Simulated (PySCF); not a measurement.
Compound: C6H9Si2 (doublet state).
Numbering: `[SiH3:1][c:2]1[c:3][cH:4][c:5]([SiH3:6])[cH:7][cH:8]1` (hydrogens: H9, H10, H11 on Si1; H12 on C4; H13, H14, H15 on Si6; H16 on C7; H17 on C8)

Cartesian coordinates in Å at the PBE0-D3(BJ)/def2-SVP level; atoms count from 1:
```
atom  x, y, z in Å
Si1   -3.3530   -0.4945    0.0713
C2    -1.4842   -0.2672    0.0305
C3    -0.6150   -1.1840    0.5829
C4     0.7565   -1.1059    0.6272
C5     1.3520    0.0351    0.0494
Si6    3.2217    0.2498    0.0849
C7     0.5182    1.0044   -0.5305
C8    -0.8693    0.8632   -0.5439
H9    -3.9276    0.1040    1.3149
H10   -3.6951   -1.9455    0.0319
H11   -3.9511    0.2018   -1.1079
H12    1.3635   -1.8933    1.0851
H13    3.8938   -1.0137   -0.3456
H14    3.6899    0.5766    1.4670
H15    3.6080    1.3624   -0.8333
H16    0.9608    1.8925   -0.9903
H17   -1.4831    1.6385   -1.0135
```

The calculation used PySCF 2.14.0, PBE0-D3(BJ)/def2-SVP geometry optimisation, gas phase.

Take the most abundant isotopes and a rigid rotor. 

(1) What are A, B and C (GHz)?

(2) What kind of rotor is it?

(3) Is it planar, by Δ = Ic − Ia − Ib?

(4) Where do the levels up to J = 2 lie, in cm⁻¹?

(5) Which lines would a microwave search look for?

## Answers

(1) Ia = 94.49, Ib = 782.86, Ic = 865.48 u·Å²; 505379 MHz·u·Å²/I gives 5349, 645.6 and 583.9 MHz, that is A = 5.3486, B = 0.6456, C = 0.5839 GHz.

(2) A near-prolate asymmetric top. Ray's parameter κ = (2B − A − C)/(A − C) = -0.974; −1 is the prolate and +1 the oblate limit.

(3) Not planar: Δ = Ic − Ia − Ib = -11.88 u·Å². For a rigid frame Δ = −2 Σ m c², so Σ m c² = 5.94 u·Å² lies off the ab plane: 5.91 from hydrogen and 0.03 from heavier atoms. The atom farthest from that plane is 1.43 Å away.

(4) Above 0(0,0):
J = 1: 1(0,1) 0.0410, 1(1,1) 0.1979, 1(1,0) 0.1999
J = 2: 2(0,2) 0.1230, 2(1,2) 0.2779, 2(1,1) 0.2840, 2(2,1) 0.7547, 2(2,0) 0.7547

(5) The dipole components are |μa| = 0.29 D, |μb| = 0.67 D, |μc| = 0.01 D. The squared components, which scale the intensities, stand as 0.19 : 1.00 : 0.00 (a : b : c). Some lines, for components of 0.1 D or more:

```
type  branch         J(Ka,Kc)    MHz  lower level (cm⁻¹)
   a       R  1(0,1) ← 0(0,0)   1229               0.000
   a       R  2(1,2) ← 1(1,1)   2397               0.198
   a       R  2(0,2) ← 1(0,1)   2458               0.041
   a       R  2(1,1) ← 1(1,0)   2521               0.200
   b       Q  1(1,0) ← 1(0,1)   4765               0.041
   b       Q  2(1,1) ← 2(0,2)   4827               0.123
   b       R  1(1,1) ← 0(0,0)   5933               0.000
   b       R  2(1,2) ← 1(0,1)   7100               0.041
   b       Q  2(2,0) ← 2(1,1)  14110               0.284
   b       Q  2(2,1) ← 2(1,2)  14294               0.278
   b       R  2(2,1) ← 1(1,0)  16630               0.200
   b       R  2(2,0) ← 1(1,1)  16692               0.198
```

For this open shell read J as N, the rotation without spin; fine and hyperfine splittings come on top. Not checked by PBE0-D3(BJ)/def2-SVP frequencies. ⟨S²⟩ = 0.761 (exact for a doublet: 0.75). These are rigid-rotor constants of the computed structure; measured ground-state constants (B0) also hold zero-point vibration. A rigid rotor knows nothing of internal rotation, which can split or shift real lines.
